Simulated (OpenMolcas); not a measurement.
**Ca I: effect of the active space**

```json
{"Program": "OpenMolcas 26.06", "Method": "SS-CASPT2, IPEA 0.25 Eh, imaginary shift 0.1 Eh", "Basis": "ANO-RCC-VQZP", "Scalar Hamiltonian": "DKH2, point nucleus", "Spin-orbit coupling": "state interaction with AMFI integrals over the reference wave functions, term energies averaged over their components"}
```

A. 2 electrons in 4 orbitals (4s 4p); 2S+1 = 3 even, 3 roots; 2S+1 = 1 even, 6 roots; 2S+1 = 3 odd, 3 roots; 2S+1 = 1 odd, 3 roots; closed shells correlated: 3s 3p; CASPT2 step roughly 4 core-seconds
B. 2 electrons in 8 orbitals (4s 4p 5s 5p); 2S+1 = 3 even, 3 roots; 2S+1 = 1 even, 7 roots; 2S+1 = 3 odd, 3 roots; 2S+1 = 1 odd, 3 roots; closed shells correlated: 3s 3p; CASPT2 step roughly 8 core-seconds
C. 2 electrons in 9 orbitals (3d 4s 4p); 2S+1 = 3 even, 18 roots (8 in the spin-orbit step); 2S+1 = 1 even, 12 roots; 2S+1 = 3 odd, 18 roots; 2S+1 = 1 odd, 8 roots; closed shells correlated: 3s 3p; CASPT2 step roughly 30 core-seconds

Energies in cm⁻¹ above 4s² ¹S₀, the measured ground level; measured values from NIST Handbook of Basic Atomic Spectroscopic Data.

```json
{"Level": "4s² ¹S₀", "A": "0.0", "B": "0.0", "C": "0.0", "Measured": "0.0"}
{"Level": "4s 4p ³P°₀", "A": "14840", "B": "14980", "C": "14760", "Measured": "15158"}
{"Level": "4s 4p ³P°₁", "A": "14880", "B": "15020", "C": "14780", "Measured": "15210"}
{"Level": "4s 4p ³P°₂", "A": "14950", "B": "15100", "C": "14840", "Measured": "15316"}
{"Level": "4s 4p ¹P°₁", "A": "26580", "B": "26170", "C": "23320", "Measured": "23652"}
```

Deviations, from unrounded energies. A percentage is the sum of absolute deviations over the sum of measured energies, with the sign that they share, or ± where signs differ.

| Against measurement | Levels | A | B | C |
| --- | --- | --- | --- | --- |
| mean absolute deviation (cm-1) | 4 | 990 | 770 | 410 |
| other configurations (%) | 4 | ±5.7 | ±4.5 | -2.4 |

C lies closest to measurement on these levels and A furthest from it. The largest miss of C in the table is 4s 4p ³P°₂, by -480 cm-1. The ranking rests on the paired levels alone, and a cruder setting can come out closer through cancelling errors.

Among A to C the level of the table that moves most is 4s 4p ¹P°₁, by 3300 cm-1 (lowest in C, highest in A). Moves below CASPT2's spread within the term are not significant.

Over all roots computed the reference weight is 0.88 to 0.95 in B; the roots of lowest weight are the least certain, and an intruder state may touch them. The run also gave levels led by 4s 5s, which use shells meant for correlation; these and all levels above them are left out (holds for B). Some high roots are left out of the spin-orbit mixing, which shifts the levels that they would mix with (holds for C). Computed and measured levels are paired by configuration, term and J; levels that our copy of the source lacks, or whose pairing is in doubt (as where it misses far off the trend of its configuration), stay unpaired and out of the deviations. Only configurations of the active space appear. Levels that lie high or do not pair safely by name in every column are left out.

° marks odd parity.
